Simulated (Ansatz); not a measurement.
One change: `C[SiH]([SiH3])I` becomes `C[SiH](F)[SiH3]`.

Ansatz, PBE0-D4/def2-TZVP geometries, multiplicity 1. 

Elements past krypton have def2 core potentials.  Spin–orbit coupling is left out; it splits and shifts lone-pair levels of the heavy atoms by tenths of an eV.

```tsv
property	`C[SiH]([SiH3])I`
HOMO–LUMO gap (PBE/def2-TZVPP) / eV	4.68
HOMO–LUMO gap (ωB97M-V/def2-TZVPP) / eV	10.42
LUMO energy (ωB97M-V/def2-TZVPP) / eV	1.01
LUMO energy (PBE/def2-TZVPP) / eV	-1.59
LUMO energy (B3LYP/def2-TZVPP) / eV	-0.94
HOMO energy (ωB97M-V/def2-TZVPP) / eV	-9.41
```

Give the same properties after the change, and the shifts. (An estimate is asked.)

Computed: 
```json
{"property": "HOMO–LUMO gap (PBE/def2-TZVPP) / eV", "`C[SiH](F)[SiH3]`": "5.80", "shift": "1.12"}
{"property": "HOMO–LUMO gap (ωB97M-V/def2-TZVPP) / eV", "`C[SiH](F)[SiH3]`": "11.69", "shift": "1.27"}
{"property": "LUMO energy (ωB97M-V/def2-TZVPP) / eV", "`C[SiH](F)[SiH3]`": "1.56", "shift": "0.55"}
{"property": "LUMO energy (PBE/def2-TZVPP) / eV", "`C[SiH](F)[SiH3]`": "-1.09", "shift": "0.50"}
{"property": "LUMO energy (B3LYP/def2-TZVPP) / eV", "`C[SiH](F)[SiH3]`": "-0.39", "shift": "0.55"}
{"property": "HOMO energy (ωB97M-V/def2-TZVPP) / eV", "`C[SiH](F)[SiH3]`": "-10.13", "shift": "-0.72"}
```

With PBE0 the HOMO falls by 0.72 eV and the LUMO rises by 0.54 eV, so the gap widens by about 1.26 eV. PBE moves the HOMO by -0.63 eV and ωB97M-V by -0.72 eV.

B3LYP here is the variant with VWN-RPA as its local correlation; programs differ in this.
